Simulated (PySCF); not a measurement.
Li (SMILES [Li-]), charge -1, singlet (in this run its highest filled SCF level lies above zero, so its values depend strongly on the basis, on diffuse functions most of all). Base run: PySCF with TPSS/def2-SVP.

PySCF was given this input:
```python
from pyscf import gto, scf, dft

mol = gto.M(
    atom='''
Li    0.000000    0.000000    0.000000
''',
    basis='def2-svp',
    charge=-1,
    spin=0,
    verbose=3,
)

mf = dft.RKS(mol)
mf.xc = 'tpss'
mf.kernel()
mf.analyze()
```

Each row names what was changed in the base input (with any setting that the change needs).

```
change                                  E (Eh)  HOMO (eV)  HOMO-LUMO gap (eV)
------------------------------------  --------  ---------  ------------------
base                                  -7.50180       1.08                3.08
functional = hse06                    -7.47734       1.05                3.09
functional = pbe0; dispersion = d3bj  -7.47595       0.71                3.76
functional = tpssh                    -7.50086       0.91                3.46
functional = bhandhlyp                -7.48941       0.48                4.56
functional = pw91,pw91                -7.48370       1.18                2.73
functional = m06l                     -7.49648       1.01                4.09
functional = pbe                      -7.47054       1.19                2.73
functional = x3lyp                    -7.49165       0.93                3.50
functional = o3lyp                    -7.49677       1.12                3.24
functional = scan                     -7.48650       1.12                2.96
functional = pbe0; dispersion = d4    -7.47595       0.71                3.76
functional = pbe0                     -7.47595       0.71                3.76
```

Totals shift with the method and basis; they matter in differences.
